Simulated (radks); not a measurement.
Values are calculated unless marked as measured or tabulated.
Valence configurations of neutral ruthenium (all share [Kr]). Level of theory: scalar-relativistic Kohn-Sham, r2SCAN, spin-polarised, spherical densities, finite nucleus; open shells are filled with parallel spins first (spin-orbit coupling, left out, can overturn this in heavy ions); meta-GGA in the generalised Kohn-Sham scheme; Fermi nuclear charge, rms radius 4.4809 fm (a radial shooting solver on a logarithmic mesh with Libxc functionals). Energies are relative to 4d7 5s1; eigenvalues in eV for spin up.

valence,E (eV),moment (Bohr magnetons),e(4d),e(5p),e(5s)
4d7 5s1,0.000,4,-6.282,-,-5.029
4d6.5 5s1.5,0.364,4,-7.790,-,-5.470
4d7.5 5s0.5,0.715,3,-4.990,-,-4.136
4d6 5s2,0.728,4,-9.321,-,-5.824
4d8,1.323,2,-3.776,-,-
4d6.5 5s1 5p0.5,1.385,5,-8.386,-1.853,-6.184
4d7 5s0.5 5p0.5,1.955,4,-7.067,-1.513,-5.325
4d6 5s1.5 5p0.5,2.221,5,-9.994,-2.053,-6.619
4d6 5s1 5p1,3.088,6,-10.488,-2.564,-7.221
4d5 5s1 5p2,7.496,8,-14.748,-3.761,-9.069

NIST lists [Kr] 4d7 5s1 as the ground configuration; this level of theory agrees among the configurations tried. The energies are those of spherical high-spin densities, not of single terms.
